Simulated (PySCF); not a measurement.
# C₆ coefficients of unlike pairs at PBE

Calculated with PySCF 2.14 from the dipole response of each species, C₆(A,B) = (3/π) ∫ α_A(iu) α_B(iu) du, in atomic units, from isotropic polarisabilities. For ions this is the dispersion term alone; charge-induced terms of lower order in 1/R come first.

```tsv
species	configuration	basis	relativity	α (bohr³)	C₆ (like pair)
Al⁺	[Ne] 3s2 (1S)	aug-cc-pV(Q+d)Z with one added diffuse shell each of s, p, d, f, g type (8s7p6d4f3g)	none	24.30	123.2
Se²⁺	[Ar] 3d10 4s2 4p2 (3P)	aug-cc-pVQZ-PP with one added diffuse shell each of s, p, d, f, g type with ECP10MDF (8s7p6d4f3g)	core potential	9.353	43.22
Br²⁺	[Ar] 3d10 4s2 4p3 (4S)	def2-QZVPPD (12s8p5d4f1g)	none	8.429	40.99
Sn²⁺	[Kr] 4d10 5s2 (1S)	aug-cc-pVTZ-PP with one added diffuse shell each of d, f type with ECP28MDF (6s5p5d3f)	core potential	14.62	75.58
```

Estimate C₆ for Br²⁺ with Se²⁺.

The integral gives 41.95. The combination rule 2 C_A C_B / (C_A α_B/α_A + C_B α_A/α_B) gives 41.97 and the geometric mean 42.09.

No spin-orbit coupling is included.

The other pairs:

```json
{"pair": "Sn²⁺, Br²⁺", "C₆": "54.56"}
{"pair": "Sn²⁺, Se²⁺", "C₆": "56.67"}
{"pair": "Se²⁺, Al⁺", "C₆": "66.95"}
{"pair": "Br²⁺, Al⁺", "C₆": "63.10"}
{"pair": "Sn²⁺, Al⁺", "C₆": "92.67"}
```
